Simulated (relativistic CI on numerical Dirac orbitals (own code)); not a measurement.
## Hyperfine structure of Sr VI, mass number 87

Computed by Dirac-Coulomb-Breit CI, KLI orbitals optimised for each configuration, a model potential for QED, valence Slater integrals scaled by 0.85, P86 correlation energy added to each configuration (own radial code, finite nucleus).

Configuration list (outside the closed core [Ar] 3d10): 4s2 4p3, 4s 4p4, 4s2 4p2 4d, 4p5, 4s 4p3 4d, 4s2 4p2 4f, 4s2 4p2 5s, 4s 4p3 4f, 4s2 4p2 5p, 4s2 4p2 5d, 4p4 4d, 4s2 4p2 6s, 4s 4p2 4d2, 4s2 4p 4d2, 4s2 4d3, 4s 4p 4d3, 4s2 4d2 4f, 4s2 4d2 5s, 4s 4p 4d2 4f, 4p3 4d2, 4p2 4d3, 4p2 4d2 4f, 4p2 4d2 5s. Double excitations out of closed p, d and f shells are left out; levels of such configurations are missing from the list, as are those of other unlisted configurations, and high levels can miss mixing partners. These lack a partner that the ground configuration has and come out too high: 4s2 4p2 5p, 4s2 4p2 5d, 4s2 4p2 6s.

Nuclear spin I = 9/2, μ = -1.09316 μN, Q = 0.305 b (tables of Stone and Pyykkö). The electronic factors are computed for point nuclear moments, without core polarisation or the Bohr-Weisskopf and QED corrections.

```json
{"Level": "4s2 4p3 2D°_3/2", "E (cm⁻¹)": "19501.5", "A (MHz)": "-423.2", "B (MHz)": "979"}
{"Level": "4s2 4p3 2D°_5/2", "E (cm⁻¹)": "22960.4", "A (MHz)": "-878.2", "B (MHz)": "-14.6"}
{"Level": "4s2 4p3 2P°_1/2", "E (cm⁻¹)": "36742.6", "A (MHz)": "-2535", "B (MHz)": ""}
{"Level": "4s2 4p3 2P°_3/2", "E (cm⁻¹)": "41850.0", "A (MHz)": "-483", "B (MHz)": "-1020"}
{"Level": "4s 4p4 4P_5/2", "E (cm⁻¹)": "155173.4", "A (MHz)": "-2265", "B (MHz)": "973"}
{"Level": "4s 4p4 4P_3/2", "E (cm⁻¹)": "161452.9", "A (MHz)": "-2064", "B (MHz)": "-792"}
{"Level": "4s 4p4 4P_1/2", "E (cm⁻¹)": "164018.7", "A (MHz)": "-4891", "B (MHz)": ""}
{"Level": "4s 4p4 2D_3/2", "E (cm⁻¹)": "189838.8", "A (MHz)": "755.9", "B (MHz)": "-1410"}
```

Levels with J = 0, under 50 % of one LS term, or S terms without an open s electron are left out. Small factors come from cancelling terms and can be off by tens of per cent or more.

At this charge configurations can still be misplaced by up to about 7 % of their energy. 17 of the 20 excited levels that our extract of the measured tables holds in this range could be paired (the sources list more); they are missed by 6914 cm⁻¹ on average and 13816 at most, and levels without a partner can miss by more.

Problem. Give the hyperfine levels of 4s2 4p3 2D°_5/2 relative to its centre of gravity.

Solution. With K = F(F + 1) − I(I + 1) − J(J + 1), E = AK/2 + B[¾K(K + 1) − I(I + 1)J(J + 1)]/[2I(2I − 1)J(2J − 1)]: F = 2: 12070, F = 3: 9438, F = 4: 5929, F = 5: 1541, F = 6: -3729, F = 7: -9883 MHz.

LS names give the leading component of a level, which can be under half, so a name can repeat, a term be missing and a line seem to break the LS rules.
